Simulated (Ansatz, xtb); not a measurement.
# Relative energy of two isomers of C2H9BGeS

Structure X is `CSB[CH2][GeH3]`, a singlet and structure Y is `CCB[S][GeH3]`, a singlet. Both are isolated molecules in the gas phase, relaxed with r2SCAN-D4/def2-SVP; the shapes shown needn't be the lowest conformers.

X (Å):

| atom | x (Å) | y (Å) | z (Å) |
| --- | --- | --- | --- |
| C | 2.1819 | -2.5410 | -0.6656 |
| C | -1.1574 | -0.3034 | 0.9619 |
| B | -0.0141 | -0.8647 | 0.0706 |
| Ge | -0.4436 | 1.2139 | 2.0045 |
| S | 0.8622 | -2.3325 | 0.5792 |
| H | 2.4433 | -3.6071 | -0.7048 |
| H | 3.0713 | -1.9646 | -0.3751 |
| H | 1.8319 | -2.2122 | -1.6527 |
| H | 0.3345 | -0.3105 | -0.9485 |
| H | -1.5713 | -1.0193 | 1.6907 |
| H | -1.9798 | 0.1196 | 0.3607 |
| H | 0.6518 | 0.7206 | 2.9616 |
| H | -1.5815 | 1.8518 | 2.8200 |
| H | 0.1501 | 2.2734 | 1.0627 |

Y (Å):

```yaml
atoms:
  - { symbol: C, position_ang: [-0.0735, -0.4581, -2.2020] }
  - { symbol: C, position_ang: [1.0301, 0.3383, -1.5095] }
  - { symbol: B, position_ang: [0.8246, 0.7675, -0.0177] }
  - { symbol: Ge, position_ang: [-0.2813, 1.2431, 2.8653] }
  - { symbol: S, position_ang: [-0.6857, 0.3240, 0.8540] }
  - { symbol: H, position_ang: [0.1842, -0.7006, -3.2451] }
  - { symbol: H, position_ang: [-0.2701, -1.4076, -1.6783] }
  - { symbol: H, position_ang: [-1.0224, 0.1021, -2.2153] }
  - { symbol: H, position_ang: [1.2583, 1.2692, -2.0688] }
  - { symbol: H, position_ang: [1.9947, -0.2093, -1.5422] }
  - { symbol: H, position_ang: [1.6806, 1.4013, 0.5610] }
  - { symbol: H, position_ang: [-0.0866, 2.7550, 2.6988] }
  - { symbol: H, position_ang: [-1.5114, 0.9480, 3.7325] }
  - { symbol: H, position_ang: [0.9732, 0.6008, 3.4698] }
```

Task: Estimate E(Y) − E(X) at the level CCSD(T)/def2-SVP + ΔMP2/def2-TZVPP.

Result: Calculated at CCSD(T)/def2-SVP + ΔMP2/def2-TZVPP: E(Y) − E(X) = −42.9 kJ/mol, so structure Y lies lower.

The same difference at several levels:

```json
{"level": "GFN2-xTB", "geometry": "GFN2-xTB", "E(Y) − E(X) (kJ/mol)": "−96.2", "departure from the last row (kJ/mol)": "−53.4", "job, with rough time for the two": "optimisation, 0.56 s"}
{"level": "HF/STO-3G", "geometry": "GFN2-xTB", "E(Y) − E(X) (kJ/mol)": "−46.2", "departure from the last row (kJ/mol)": "−3.3", "job, with rough time for the two": "single point, 0.4 s"}
{"level": "r2SCAN-D4/def2-SVP//GFN2-xTB", "geometry": "GFN2-xTB", "E(Y) − E(X) (kJ/mol)": "−51.4", "departure from the last row (kJ/mol)": "−8.5", "job, with rough time for the two": "single point, 3.7 s"}
{"level": "r2SCAN-D4/def2-SVP", "geometry": "r2SCAN-D4/def2-SVP", "E(Y) − E(X) (kJ/mol)": "−51.6", "departure from the last row (kJ/mol)": "−8.7", "job, with rough time for the two": "optimisation, 1.8 min"}
{"level": "HF/def2-SVP", "geometry": "r2SCAN-D4/def2-SVP", "E(Y) − E(X) (kJ/mol)": "−61.8", "departure from the last row (kJ/mol)": "−18.9", "job, with rough time for the two": "part of the CCSD(T) run"}
{"level": "MP2/def2-SVP", "geometry": "r2SCAN-D4/def2-SVP", "E(Y) − E(X) (kJ/mol)": "−53.0", "departure from the last row (kJ/mol)": "−10.1", "job, with rough time for the two": "part of the CCSD(T) run"}
{"level": "CCSD(T)/def2-SVP", "geometry": "r2SCAN-D4/def2-SVP", "E(Y) − E(X) (kJ/mol)": "−53.0", "departure from the last row (kJ/mol)": "−10.1", "job, with rough time for the two": "single point"}
{"level": "CCSD(T)/def2-SVP + ΔMP2/def2-TZVPP", "geometry": "r2SCAN-D4/def2-SVP", "E(Y) − E(X) (kJ/mol)": "−42.9", "departure from the last row (kJ/mol)": "", "job, with rough time for the two": "single point, 53 s"}
```

As drawn, Y has 1 C–C, 1 Ge–S in place of 1 C–S, 1 C–Ge.

None of the levels shown reverses the order. The largest departure from CCSD(T)/def2-SVP + ΔMP2/def2-TZVPP is that of GFN2-xTB, 53.4 kJ/mol. The last row adds to CCSD(T) the change of the MP2 difference between the two basis sets, here +10.1 kJ/mol.

With thermal terms from frequencies at re-optimised GFN2-xTB minima (ideal gas, soft modes damped towards free rotors, one conformer each, 298.15 K, 1 atm): the zero-point term adds +3.3 kJ/mol; ΔH is −39.7 and ΔG −39.0 kJ/mol.

The correlated steps freeze 17 core orbitals; the filled d shell of Ge is correlated, in a basis made for valence electrons. Run with Ansatz 0.2.0, xtb 6.7.1; the last row on 4 threads of Arm Neoverse V1 on a shared host.
